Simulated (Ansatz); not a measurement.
Molecule: 3-selanylpropan-1-ol, C3H8OSe, net charge 0, singlet state. 
Structure (B3LYP-D3(BJ)/def2-TZVP (Ansatz, a program for electronic structure) minimum search):
SMILES: C(CC[SeH])O
```xyz
13

O     -3.3102     1.3129    -0.1363
C     -2.5383     0.1546     0.1637
C     -1.0753     0.4978    -0.0629
C     -0.1651    -0.6778     0.2520
Se     1.7489    -0.3238    -0.0888
H     -4.2413     1.1117     0.0008
H     -2.6929    -0.1569     1.2050
H     -2.8282    -0.6848    -0.4820
H     -0.8166     1.3532     0.5655
H     -0.9383     0.8125    -1.0989
H     -0.3853    -1.5344    -0.3866
H     -0.2623    -1.0023     1.2867
H      1.8553     0.7591     0.9031
```

Basis-set convergence of Hartree-Fock and MP2 correlation energies (hartree) with Ansatz. Correlated levels leave the core frozen unless marked. Spin-orbit coupling is left out. The frozen core is the preceding noble-gas configuration, with the filled d and f shells of earlier blocks. No relativistic terms.

| basis | functions | E(HF) | E(corr, MP2) |
|---|---|---|---|
| aug-cc-pVDZ | 200 | -2592.95425 | -0.77784 |
| aug-cc-pVTZ | 427 | … | … |

Question: Complete the blanks.

Answer: 
- aug-cc-pVTZ, E(HF): -2593.07479
- aug-cc-pVTZ, E(corr, MP2): -0.94288
